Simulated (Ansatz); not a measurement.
Ansatz (a quantum-chemistry and plane-wave program) job for C₃H₁₂N₂Si, SMILES CC(C)[SiH](N)N, PBE0-D3(BJ)/def2-SVP. 

Ansatz 0.2 input:
```yaml
crystal:
  periodic: [false, false, false]
  atoms:
    - {symbol: C, position_ang: [-1.63002803, -0.98438263, 1.19429148]}
    - {symbol: C, position_ang: [-1.08276901, 0.20902449, 0.39771395]}
    - {symbol: C, position_ang: [-1.69932800, 0.29090870, -1.00696200]}
    - {symbol: Si, position_ang: [0.82143470, 0.12323011, 0.30773192]}
    - {symbol: N, position_ang: [1.49731479, -1.21462977, -0.58352701]}
    - {symbol: N, position_ang: [1.32761725, 1.56386275, -0.53942326]}
    - {symbol: H, position_ang: [-2.73940054, -0.96264959, 1.25901519]}
    - {symbol: H, position_ang: [-1.23349882, -1.01157600, 2.23038025]}
    - {symbol: H, position_ang: [-1.34820943, -1.94423952, 0.70896077]}
    - {symbol: H, position_ang: [-1.33133560, 1.14533344, 0.95178853]}
    - {symbol: H, position_ang: [-1.46248312, -0.62357759, -1.59339368]}
    - {symbol: H, position_ang: [-2.80715506, 0.37354308, -0.96673930]}
    - {symbol: H, position_ang: [-1.30732380, 1.15486524, -1.58039080]}
    - {symbol: H, position_ang: [1.34130295, -0.08962276, 1.71534729]}
    - {symbol: H, position_ang: [1.64439828, -2.10758086, -0.10952959]}
    - {symbol: H, position_ang: [1.23624194, -1.35514772, -1.56242842]}
    - {symbol: H, position_ang: [0.87758491, 2.45310329, -0.30805781]}
    - {symbol: H, position_ang: [2.32801860, 1.70439344, -0.70280826]}
basis:
  gaussian:
    orbitals: def2-SVP
hamiltonian:
  xc: pbe0
  dispersion: d3bj
relax: {f_tol: 0.002, max_steps: 200}
```

Output:

```
WARN ansatz: RAYON_NUM_THREADS=2 ignored (pool sized by the plan → 2); use --threads N
Functional definition: PBE0
integrals: 0.15 GiB planned
1652 factors; integrals over basis functions are off by at most 5.4e-4 eV
mean field: 0.88 GiB planned
mean field evaluation 1: about -14134.0858 eV, gradient 8.1e1 eV
mean field evaluation 2: about -14124.5105 eV, gradient 1.0e2 eV
mean field evaluation 4: about -14148.3545 eV, gradient 3.5e0 eV
mean field evaluation 8: about -14148.4069 eV, gradient 1.7e-1 eV
mean field evaluation 16: about -14148.4069 eV, gradient 1.9e-5 eV
mean field -14148.40693787 eV, -519.9443648320 hartree, gradient 2.0e-5 eV, S^2 0.000000; 0 other end points of the search recorded, 0 dependent functions left out
the calculation of the forces begins
reference -14148.40696970 eV, -519.9443660018 hartree; 29, 29 occupied and 119, 119 virtual orbitals, 1652 factors
relax step   1: F+E_penalty+E_count = -14148.78411996 eV  Δ(F+E_penalty+E_count) = +0.000e0 eV  max|allowed force component| = 3.789e-1 eV/Å  Δτ_max = 0.0000 Å  (27 SCF iters, accepted)
these checks for a lower state are left out or cut short: starts, cluster_reference, orbital_swaps, neighbouring_geometries, increment
integrals: 0.15 GiB planned
1652 factors; integrals over basis functions are off by at most 5.2e-4 eV
mean field: 0.88 GiB planned
mean field -14148.42829149 eV, -519.9451495632 hartree, gradient 8.0e-5 eV, S^2 0.000000; 0 other end points of the search recorded, 0 dependent functions left out
the calculation of the forces begins
reference -14148.42832313 eV, -519.9451507258 hartree; 29, 29 occupied and 119, 119 virtual orbitals, 1652 factors
relax step   2: F+E_penalty+E_count = -14148.80706801 eV  Δ(F+E_penalty+E_count) = -2.295e-2 eV  max|allowed force component| = 1.414e-1 eV/Å  Δτ_max = 0.0172 Å  (25 SCF iters, accepted)
these checks for a lower state are left out or cut short: starts, cluster_reference, orbital_swaps, neighbouring_geometries, increment
integrals: 0.15 GiB planned
1652 factors; integrals over basis functions are off by at most 5.1e-4 eV
mean field: 0.88 GiB planned
mean field -14148.43054021 eV, -519.9452322022 hartree, gradient 7.9e-5 eV, S^2 0.000000; 0 other end points of the search recorded, 0 dependent functions left out
the calculation of the forces begins
reference -14148.43057176 eV, -519.9452333616 hartree; 29, 29 occupied and 119, 119 virtual orbitals, 1652 factors
relax step   3: F+E_penalty+E_count = -14148.81026128 eV  Δ(F+E_penalty+E_count) = -3.193e-3 eV  max|allowed force component| = 5.040e-2 eV/Å  Δτ_max = 0.0116 Å  (26 SCF iters, accepted)
these checks for a lower state are left out or cut short: starts, cluster_reference, orbital_swaps, neighbouring_geometries, increment
integrals: 0.15 GiB planned
1652 factors; integrals over basis functions are off by at most 5.0e-4 eV
mean field: 0.88 GiB planned
mean field evaluation 32: about -14148.4297 eV, gradient 8.0e-5 eV
mean field -14148.42974915 eV, -519.9452031311 hartree, gradient 8.0e-5 eV, S^2 0.000000; 0 other end points of the search recorded, 0 dependent functions left out
the calculation of the forces begins
reference -14148.42978065 eV, -519.9452042888 hartree; 29, 29 occupied and 119, 119 virtual orbitals, 1652 factors
relax step   4: F+E_penalty+E_count = -14148.80928288 eV  Δ(F+E_penalty+E_count) = +9.784e-4 eV  max|allowed force component| = 1.837e-1 eV/Å  Δτ_max = 0.0504 Å  (25 SCF iters, rejected (line search))
these checks for a lower state are left out or cut short: starts, cluster_reference, orbital_swaps, neighbouring_geometries, increment
integrals: 0.15 GiB planned
1652 factors; integrals over basis functions are off by at most 5.1e-4 eV
mean field: 0.88 GiB planned
mean field -14148.43176709 eV, -519.9452772891 hartree, gradient 7.6e-5 eV, S^2 0.000000; 0 other end points of the search recorded, 0 dependent functions left out
the calculation of the forces begins
reference -14148.43179863 eV, -519.9452784481 hartree; 29, 29 occupied and 119, 119 virtual orbitals, 1652 factors
relax step   5: F+E_penalty+E_count = -14148.81135177 eV  Δ(F+E_penalty+E_count) = -1.090e-3 eV  max|allowed force component| = 1.486e-2 eV/Å  Δτ_max = 0.0242 Å  (25 SCF iters, accepted)
these checks for a lower state are left out or cut short: starts, cluster_reference, orbital_swaps, neighbouring_geometries, increment
integrals: 0.15 GiB planned
1652 factors; integrals over basis functions are off by at most 5.1e-4 eV
mean field: 0.88 GiB planned
mean field -14148.43201671 eV, -519.9452864623 hartree, gradient 7.5e-5 eV, S^2 0.000000; 0 other end points of the search recorded, 0 dependent functions left out
the calculation of the forces begins
reference -14148.43204825 eV, -519.9452876214 hartree; 29, 29 occupied and 119, 119 virtual orbitals, 1652 factors
relax step   6: F+E_penalty+E_count = -14148.81138687 eV  Δ(F+E_penalty+E_count) = -3.510e-5 eV  max|allowed force component| = 2.233e-2 eV/Å  Δτ_max = 0.0245 Å  (25 SCF iters, accepted)
these checks for a lower state are left out or cut short: starts, cluster_reference, orbital_swaps, neighbouring_geometries, increment
integrals: 0.15 GiB planned
1652 factors; integrals over basis functions are off by at most 5.1e-4 eV
mean field: 0.88 GiB planned
mean field -14148.43208524 eV, -519.9452889809 hartree, gradient 7.5e-5 eV, S^2 0.000000; 0 other end points of the search recorded, 0 dependent functions left out
the calculation of the forces begins
reference -14148.43211679 eV, -519.9452901403 hartree; 29, 29 occupied and 119, 119 virtual orbitals, 1652 factors
relax step   7: F+E_penalty+E_count = -14148.81150775 eV  Δ(F+E_penalty+E_count) = -1.209e-4 eV  max|allowed force component| = 1.040e-2 eV/Å  Δτ_max = 0.0199 Å  (25 SCF iters, accepted)
these checks for a lower state are left out or cut short: starts, cluster_reference, orbital_swaps, neighbouring_geometries, increment
integrals: 0.15 GiB planned
1652 factors; integrals over basis functions are off by at most 5.1e-4 eV
mean field: 0.88 GiB planned
mean field -14148.43217953 eV, -519.9452924458 hartree, gradient 1.1e-5 eV, S^2 0.000000; 0 other end points of the search recorded, 0 dependent functions left out
the calculation of the forces begins
reference -14148.43221107 eV, -519.9452936051 hartree; 29, 29 occupied and 119, 119 virtual orbitals, 1652 factors
relax step   8: F+E_penalty+E_count = -14148.81151270 eV  Δ(F+E_penalty+E_count) = -4.946e-6 eV  max|allowed force component| = 1.598e-2 eV/Å  Δτ_max = 0.0049 Å  (22 SCF iters, accepted)
these checks for a lower state are left out or cut short: starts, cluster_reference, orbital_swaps, neighbouring_geometries, increment
integrals: 0.15 GiB planned
1652 factors; integrals over basis functions are off by at most 5.1e-4 eV
mean field: 0.88 GiB planned
mean field -14148.43219282 eV, -519.9452929342 hartree, gradient 8.9e-5 eV, S^2 0.000000; 0 other end points of the search recorded, 0 dependent functions left out
the calculation of the forces begins
reference -14148.43222436 eV, -519.9452940935 hartree; 29, 29 occupied and 119, 119 virtual orbitals, 1652 factors
relax step   9: F+E_penalty+E_count = -14148.81153895 eV  Δ(F+E_penalty+E_count) = -2.625e-5 eV  max|allowed force component| = 3.673e-3 eV/Å  Δτ_max = 0.0022 Å  (20 SCF iters, accepted)
these checks for a lower state are left out or cut short: starts, cluster_reference, orbital_swaps, neighbouring_geometries, increment
integrals: 0.15 GiB planned
1652 factors; integrals over basis functions are off by at most 5.0e-4 eV
mean field: 0.88 GiB planned
mean field -14148.43218755 eV, -519.9452927406 hartree, gradient 6.0e-5 eV, S^2 0.000000; 0 other end points of the search recorded, 0 dependent functions left out
the calculation of the forces begins
reference -14148.43221909 eV, -519.9452938999 hartree; 29, 29 occupied and 119, 119 virtual orbitals, 1652 factors
relax step  10: F+E_penalty+E_count = -14148.81153981 eV  Δ(F+E_penalty+E_count) = -8.634e-7 eV  max|allowed force component| = 1.472e-3 eV/Å  Δτ_max = 0.0023 Å  (19 SCF iters, accepted)
integrals: 0.15 GiB planned
1652 factors; integrals over basis functions are off by at most 5.0e-4 eV
mean field: 0.88 GiB planned
mean field evaluation 64: about -14133.8761 eV, gradient 8.2e1 eV
mean field -14148.43218755 eV, -519.9452927406 hartree, gradient 6.0e-5 eV, S^2 0.000000; 1 other end points of the search recorded, 0 dependent functions left out
the calculation of the forces begins
reference -14148.43221909 eV, -519.9452938999 hartree; 29, 29 occupied and 119, 119 virtual orbitals, 1652 factors
Total energy: -14148.81157136 eV, -519.9592348385 hartree
Atom 0 at    -1.628708    -0.977361     1.189432 Å, force     0.000510     0.000337    -0.000395 eV/Å
Atom 1 at    -1.078328     0.205908     0.396174 Å, force    -0.000399     0.000420     0.000162 eV/Å
Atom 2 at    -1.693943     0.287707    -0.999602 Å, force    -0.000149    -0.000621     0.000402 eV/Å
Atom 3 at     0.811723     0.117522     0.307225 Å, force    -0.000764    -0.000024    -0.000629 eV/Å
Atom 4 at     1.467811    -1.213887    -0.578798 Å, force    -0.000291    -0.001363     0.000443 eV/Å
Atom 5 at     1.324419     1.553772    -0.512542 Å, force    -0.000743    -0.001472    -0.000167 eV/Å
Atom 6 at    -2.729523    -0.947107     1.254990 Å, force    -0.000121     0.000302    -0.000099 eV/Å
Atom 7 at    -1.234386    -1.004773     2.217705 Å, force     0.000186     0.000150     0.000076 eV/Å
Atom 8 at    -1.356327    -1.932352     0.708181 Å, force     0.000191    -0.000271    -0.000117 eV/Å
Atom 9 at    -1.323188     1.136464     0.945055 Å, force    -0.000118     0.000025     0.000517 eV/Å
Atom 10 at    -1.464244    -0.621576    -1.581145 Å, force    -0.000370    -0.000122    -0.000100 eV/Å
Atom 11 at    -2.792939     0.375095    -0.955586 Å, force     0.000125    -0.000269    -0.000096 eV/Å
Atom 12 at    -1.304654     1.144449    -1.570292 Å, force     0.000365     0.000521    -0.000258 eV/Å
Atom 13 at     1.323736    -0.093366     1.705677 Å, force     0.000035     0.000544    -0.000938 eV/Å
Atom 14 at     1.667139    -2.093255    -0.119309 Å, force     0.000530     0.000222     0.000162 eV/Å
Atom 15 at     1.265306    -1.338441    -1.563683 Å, force    -0.000039     0.000762     0.000062 eV/Å
Atom 16 at     0.869480     2.438298    -0.317649 Å, force     0.000653    -0.000084     0.000563 eV/Å
Atom 17 at     2.309009     1.687761    -0.713866 Å, force     0.000400     0.000942     0.000411 eV/Å
Dipole moment:     0.039673     0.032020    -0.096052 e Å
```

Self-consistency was reached.

Cost: roughly 90 core-seconds.
